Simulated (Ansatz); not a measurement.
Consider the substitution at a C–C bond: `N#Cc1ccccc1` + `N=O` → `O=Nc1ccccc1` + `C#N`.

Isolated molecules relaxed with PBE0-D4/def2-TZVP in Ansatz; ΔE leaves out vibrations. CCSD(T)/CBS adds triple-zeta CCSD(T) − MP2 to the extrapolated MP2 energy (def2 sets, frozen cores). This one scheme is used for every species. Functionals use def2-TZVPP. HSE06 is defined as in plane-wave codes. Each species was taken in one conformer, which may not be the lowest.

Is it downhill or uphill in electronic energy at CCSD(T)/CBS, and by how much? (Best estimate.)

Computed: Uphill: ΔE = +3.5 kJ/mol.

What do these levels give: r2SCAN-D4, r2SCAN0-D4, HSE06-D4, BHLYP-D4, PBE, revPBE, r2SCAN0, LC-ωPBE, MP2/def2-TZVPP, SCS-MP2/def2-QZVPP, HF/CBS(def2), CCSD/CBS(def2)? (An estimate is asked.)

The calculation gave: r2SCAN-D4 -5.3, r2SCAN0-D4 0.7, HSE06-D4 3.4, BHLYP-D4 5.4, PBE -2.7, revPBE 1.0, r2SCAN0 0.5, LC-ωPBE 6.0, MP2/def2-TZVPP 6.8, SCS-MP2/def2-QZVPP 7.2, HF/CBS(def2) 11.1, CCSD/CBS(def2) 6.6 kJ/mol.

Largest T1 diagnostic among the species: 0.015.

In def2-TZVPP, CCSD(T) changes the Hartree–Fock value by −5.6 kJ/mol (the triples alone add −3.2 kJ/mol) and MP2 by −4.9 kJ/mol. At CCSD(T), def2-SVP lies +6.8 kJ/mol from the extrapolated value and def2-TZVPP +2.6 kJ/mol.
